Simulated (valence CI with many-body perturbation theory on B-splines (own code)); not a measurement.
Forbidden lines of Tb⁵⁰⁺

Method: configuration interaction combined with many-body perturbation theory (CI+MBPT): five valence electrons over a frozen Dirac-Fock core [Ne], radial functions for each j: 11 s, 11 p, 10 d, 8 f, 5 g, 2 h, with the one-electron correlation potential Σ1 (screened to all orders), the two-electron term Σ2, the three-electron term Σ3, Breit, model QED; selected single and double excitations, second order for the rest, scaled by the run's own slope (own B-spline code, finite nucleus).

The last digits are not significant, and no measured levels were compared; by estimate large intervals hold to a few tenths of a per cent, small ones and those within an open d or f shell to about a per cent. Among the levels kept, up to 3200 cm⁻¹ of a level comes from second order outside the variational space, and about a tenth of that is noise between levels of different J, which matters for small intervals.

Lines 1 to 16 of 16 in falling wavelength, among levels below 897.37 eV, chosen from the decays that carry over 1 % of a level's rate. Wavelengths and rates use the calculated energies. Electric multipoles are in the length gauge with retardation, E1 and E2 with the static RPA response of the core. M1 uses the relativistic operator with retardation. S is in atomic units (e²a₀⁴ for E2 and M2, e²a₀⁶ for E3), for M1 in squared Bohr magnetons. Weak lines are less certain than strong ones. Lines between different terms over intervals too small for the method are left out, as are lines whose strength nearly cancels.

Levels are named by their leading jj configuration (3d3/2^4 stands for four electrons in 3d with j = 3/2), which in mixed levels can hold well under half, so a name can repeat and another be missing. Letters in brackets count levels of one name in rising energy.

| λ vac (Å) | Upper | Lower | Type | A (s⁻¹) | S (a.u.) |
| --- | --- | --- | --- | --- | --- |
| 274.9 | (3s^2 3p1/2 3p3/2 3d5/2) J=9/2 | (3s^2 3p1/2 3p3/2 3d3/2) J=7/2 | M1 | 5.48e+05 | 4.22e+00 |
| 75.54 | (3s^2 3p3/2^2 3d5/2) J=9/2 | (3s^2 3p1/2 3p3/2 3d5/2) J=7/2 [b] | M1 | 1.61e+07 | 2.57e+00 |
| 73.42 | (3s^2 3p1/2 3p3/2 3d5/2) J=7/2 [a] | (3s^2 3p1/2^2 3d5/2) J=5/2 | M1 | 3.29e+07 | 3.87e+00 |
| 68.92 | (3s^2 3p1/2 3p3/2^2) J=3/2 | (3s^2 3p1/2^2 3p3/2) J=3/2 | M1 | 5.83e+07 | 2.83e+00 |
| 68.91 | (3s^2 3p1/2 3p3/2 3d5/2) J=9/2 | (3s^2 3p1/2^2 3d5/2) J=5/2 | E2 | 2.62e+05 | 3.63e-03 |
| 68.32 | (3s^2 3p3/2^3) J=3/2 | (3s^2 3p1/2 3p3/2^2) J=1/2 | M1 | 1.46e+07 | 6.90e-01 |
| 67.99 | (3s^2 3p3/2^2 3d5/2) J=5/2 [a] | (3s^2 3p1/2 3p3/2 3d5/2) J=3/2 [b] | M1 | 2.30e+07 | 1.61e+00 |
| 67.12 | (3s^2 3p3/2^2 3d5/2) J=9/2 | (3s^2 3p1/2 3p3/2 3d5/2) J=9/2 | M1 | 2.57e+07 | 2.88e+00 |
| 65.20 | (3s^2 3p1/2 3p3/2^2) J=5/2 | (3s^2 3p1/2^2 3p3/2) J=3/2 | M1 | 1.02e+07 | 6.27e-01 |
| 65.20 | (3s^2 3p1/2 3p3/2^2) J=5/2 | (3s^2 3p1/2^2 3p3/2) J=3/2 | E2 | 6.43e+05 | 4.06e-03 |
| 63.78 | (3s^2 3p3/2^3) J=3/2 | (3s^2 3p1/2 3p3/2^2) J=5/2 | M1 | 1.75e+07 | 6.73e-01 |
| 63.32 | (3s^2 3p3/2^2 3d5/2) J=9/2 | (3s^2 3p1/2 3p3/2 3d5/2) J=7/2 [a] | M1 | 2.14e+07 | 2.01e+00 |
| 61.06 | (3s^2 3p1/2 3p3/2^2) J=1/2 | (3s^2 3p1/2^2 3p3/2) J=3/2 | M1 | 3.66e+07 | 6.18e-01 |
| 61.06 | (3s^2 3p1/2 3p3/2^2) J=1/2 | (3s^2 3p1/2^2 3p3/2) J=3/2 | E2 | 6.39e+05 | 9.68e-04 |
| 60.59 | (3s^2 3p3/2^3) J=3/2 | (3s^2 3p1/2 3p3/2^2) J=3/2 | M1 | 7.33e+07 | 2.42e+00 |
| 56.03 | (3s^2 3p3/2^2 3d5/2) J=5/2 [a] | (3s^2 3p1/2 3p3/2 3d5/2) J=7/2 [a] | M1 | 4.23e+07 | 1.65e+00 |
